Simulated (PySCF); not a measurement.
A GIAO shielding run with PySCF 2.14.0 with density-fitted response routines (density fitting, non-relativistic, gas phase) on `InChI=1S/C3H5Cl3S2Si/c4-3(5,6)9-7-1-2-8-9/h9H,1-2H2`:

```
$ OMP_NUM_THREADS=1 python probes_run.py task.json out

{"job": {"kind": "nmr", "xc": "PBE0", "basis": "pcSseg-1"}, "charge": 0, "multiplicity": 1}
Cl     2.859288    -2.396518     0.170876
C      2.384057    -0.690079     0.086995
Cl     3.519438     0.262115     1.062416
Cl     2.470486    -0.146986    -1.599359
Si     0.600918    -0.503642     0.799393
S     -0.007047     1.534588     0.731139
C     -1.702305     1.138285     0.164878
C     -1.672038     0.120513    -0.949331
S     -0.889625    -1.444520    -0.398510
H      0.626401    -1.073065     2.137135
H     -2.265845     0.773181     1.022365
H     -2.134427     2.076117    -0.181473
H     -1.108276     0.489705    -1.805204
H     -2.681701    -0.140167    -1.263488
```

Hardware: 1 thread of an Intel Xeon, shared host. The job also computes population analyses, field gradients, ring-centre shieldings.

Question: How large is the calculation?

Answer: 120 electrons, 220 basis functions and 1285 auxiliary functions.

Question: How long does it take, and how much memory does it need?

Answer: 86 s of wall time, with 14 SCF cycles and 5 response iterations; peak memory 0.98 GiB. Times on a shared host scatter by some tens of per cent.
